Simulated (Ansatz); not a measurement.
Ideal-gas functions of `N#[C][SnH]([F])[F]` at 400 K and 1 bar, from an Ansatz frequency run at PBE0-D4/def2-TZVP.

Molar mass 183.73 g/mol, point group Cs (symmetry number 1), electronic degeneracy 1, moments of inertia 115.058, 231.789, 287.215 u Å². Harmonic wavenumbers (cm⁻¹, unscaled): 101, 125, 177, 277, 280, 442, 550, 553, 659, 661, 2045, 2332.

Use S(trans) = R[1.5 ln M + 2.5 ln T − 1.1517]; rotational temperatures θ = 24.2544 K / I; S(rot) = R[ln(√π/σ · √(T³/θAθBθC)) + 1.5]; for each mode x = 1.438777 ν̃/T, S = R[x/(eˣ − 1) − ln(1 − e⁻ˣ)] and H = RT x/(eˣ − 1); 1 cm⁻¹ = 0.0119627 kJ/mol; R = 8.31446 J/(mol·K).

By hand: the entropy, in J/(mol·K).

Translation 180.0. Rotation: θ = 0.2108, 0.1046, 0.0844 K, giving 118.1. Vibration, mode by mode: 16.78, 15.03, 12.21, 8.68, 8.60, 5.28, 3.88, 3.84, 2.85, 2.83, 0.04, 0.02, in all 80.0. Electronic 0.0. Sum 378.1 J/(mol·K).

By hand: H − E and G − E in kJ/mol, counted from the electronic energy.

Zero-point energy ½ × 8202 × 0.0119627 = 49.1; thermal vibration 16.7; translation, rotation and pV give 4 RT = 13.3. H − E = 79.1 kJ/mol, and G − E = 79.1 − 400 × 378.1/1000 = -72.1 kJ/mol.

Vibration gives 21 % of the entropy, 31.8 J/(mol·K) of it from the modes under 150 cm⁻¹: soft modes count most, and the harmonic formula is weakest for them.
